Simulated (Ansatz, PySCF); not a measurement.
Reaction (SMILES): Cl[SiH]Cl → Cl[SiH-]Cl (an electron is taken up)

Wanted: adiabatic electron affinity (0 K, with zero-point energies), in eV. Positive where the reaction releases energy. Conventions: no dispersion term unless named; valence correlation only; non-relativistic; no spin-orbit coupling; UHF or UKS for open shells. Basis-set limits of correlation are two-point, X^-3; Hartree-Fock from the larger set. [CCSD(T)-MP2]/basis is that difference in the basis named. Ab initio and DFT rows: single points at B3LYP-D3(BJ) geometries (Ansatz, a program for electronic structure), with unscaled harmonic terms from B3LYP/6-31G* (Ansatz) at its own minima. Anions need diffuse functions, which STO-3G, LANL2DZ, def2-SVP, cc-pVDZ and Pople sets without + lack.

```json
[
 {"species": "Cl[SiH]Cl", "coefficient": "+1", "E at HF/STO-3G (Ansatz), Eh": "-1195.40629", "E at M06-2X/def2-TZVPD (PySCF), Eh": "-1210.53152", "zero-point energy, kcal/mol": "6.91"},
 {"species": "Cl[SiH-]Cl", "coefficient": "-1", "E at HF/STO-3G (Ansatz), Eh": "-1195.35960", "E at M06-2X/def2-TZVPD (PySCF), Eh": "-1210.61525", "zero-point energy, kcal/mol": "6.16"}
]
```

Coupled cluster (Ansatz) is a level with limits of its own, used here on species with T1 under 0.025 (0.045 for open shells) and stable references: RI-MP2/CBS(aug-cc-pV(T+d)Z,aug-cc-pV(Q+d)Z)+[CCSD(T)-MP2]/aug-cc-pV(T+d)Z. Value to compare with, RI-MP2/CBS(aug-cc-pV(T+d)Z,aug-cc-pV(Q+d)Z)+[CCSD(T)-MP2]/aug-cc-pV(T+d)Z (Ansatz): 2.39 eV. 1 Eh = 27.2114 eV and 1 eV = 23.0605 kcal/mol.

Task: Work the quantity out at each level, and compare with RI-MP2/CBS(aug-cc-pV(T+d)Z,aug-cc-pV(Q+d)Z)+[CCSD(T)-MP2]/aug-cc-pV(T+d)Z (Ansatz).

Result: 
- HF/STO-3G: the sum of coefficient times E is -0.04669 Eh, or -1.270 eV; the thermal terms add 0.033. Result: -1.24 eV. Its difference against RI-MP2/CBS(aug-cc-pV(T+d)Z,aug-cc-pV(Q+d)Z)+[CCSD(T)-MP2]/aug-cc-pV(T+d)Z (Ansatz) is -3.63 eV.
- M06-2X/def2-TZVPD: the sum of coefficient times E is 0.08373 Eh, or 2.278 eV; the thermal terms add 0.033. Result: 2.31 eV. Its difference against RI-MP2/CBS(aug-cc-pV(T+d)Z,aug-cc-pV(Q+d)Z)+[CCSD(T)-MP2]/aug-cc-pV(T+d)Z (Ansatz) is -0.08 eV.
